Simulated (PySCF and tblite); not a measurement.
The numbers below are computed, except where a source is named.
System: C₇H₁₀NS (charge -1), numbered as in [CH3:1][S:2][C@H:3]([CH3:4])[c:5]1[cH:6][cH:7][n:8][cH-:9]1.

For the rotation about the C5–C3 bond (torsion C6–C5–C3–S2 from -85° to 94°, rising): electronic barrier 4.32 kcal/mol, zero-point change 0.02 kcal/mol, thermal and entropy terms at 400 K a further 0.76 kcal/mol (symmetry numbers apart). The minimum is C1, the saddle C1. Geometries: GFN2-xTB; energies: BP86/pcSseg-1 + D3(BJ), IEF-PCM chloroform; zero-point and thermal terms from GFN2-xTB harmonic modes (soft modes blended into free rotors). Rates follow Eyring's equation with the number of equivalent paths and no tunnelling. (PySCF 2.14 with density fitting, tblite 0.8.)

Task: How many equivalent paths lead out of the minimum?

Result: 1: the symmetry number of the minimum is 1, that of the saddle displaced along its mode 1.

Task: Work out the rate at 400 K.

Result: ΔG‡ = 5.10 kcal/mol; k_B T/h = 8.3×10¹² s⁻¹; exp(−ΔG‡/RT) = 0.0016; times 1 gives k = 1.4×10¹⁰ s⁻¹. Wigner's tunnelling factor for the 56i cm⁻¹ mode would be 1.00.

The ion is treated without a counter-ion.
